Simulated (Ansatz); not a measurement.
```yaml
crystal:
  periodic: [false, false, false]
  atoms:
    - {symbol: B, position_ang: [-1.146856, 1.253931, -0.476724]}
    - {symbol: Sn, position_ang: [0.410899, -0.290907, -0.082793]}
    - {symbol: O, position_ang: [0.316050, -1.377110, 1.365883]}
    - {symbol: F, position_ang: [0.837055, -1.189302, -1.548323]}
    - {symbol: H, position_ang: [-1.658874, 1.219619, -1.457488]}
    - {symbol: H, position_ang: [-1.597984, 1.830055, 0.482783]}
    - {symbol: H, position_ang: [2.265197, 0.363908, 0.142314]}
    - {symbol: H, position_ang: [0.689782, -1.964299, 1.664862]}
basis:
  gaussian: {orbitals: def2-TZVPP, nuclear_model: gaussian}
magnetization: {spin_polarized: true, initial_magnetization: 2}
hamiltonian: {xc: {name: HF}}
correlation: {active_space: {window: {electrons: 40, orbitals: 30}}}
output: {forces: true}
```

```sh
$ ansatz run in.yaml --threads 2 --pin off --events-out ev --progress --plain --max-ram 4352MiB
```

Question: How does Ansatz answer? (An estimate is asked.)

Answer: Computed: The program refused the input.
```
Error: invalid value for `correlation.active_space`: it starts from restricted Hartree–Fock orbitals; set hamiltonian.xc: hf without magnetization.spin_polarized
```
